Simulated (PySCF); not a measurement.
System: C4H2BrSe, charge -1, multiplicity 1. It need not be the lowest isomer of its formula. Whether it binds its extra electron was not tested at this geometry. 
Structure (B3LYP-D3(BJ)/def2-TZVP (Ansatz) minimum search):
```
C
C 1 1.3584
H 2 1.0784 1 127.91
C 1 1.4157 2 122.71 3 180.00
C 4 1.3370 1 109.25 2 0.00
H 5 1.0806 4 132.18 1 180.00
Se 2 1.8733 3 121.67 1 180.00
Br 1 1.9787 2 116.33 3 0.00
```
Charge -1, spin multiplicity 1.

Dispersion corrections to the total energy (kcal/mol) from the dftd3 and dftd4 libraries through PySCF: D3(BJ) without and D4 with the three-body term, each with the damping fitted for the functional named.

| functional | D3(BJ) | D4 |
|---|---|---|
| TPSS | -8.42 | -9.97 |
| LC-wPBE | -6.65 | -8.28 |
| B3LYP | [?] | -12.07 |
| BLYP | -14.67 | -16.28 |
| BP86 | [?] | -10.19 |
| HSE06 | [?] | -5.85 |
| HF | -51.16 | -25.73 |

Problem. Some entries are withheld; supply them.

Solution. 
- B3LYP, D3(BJ): -12.11
- BP86, D3(BJ): -11.57
- HSE06, D3(BJ): -4.81
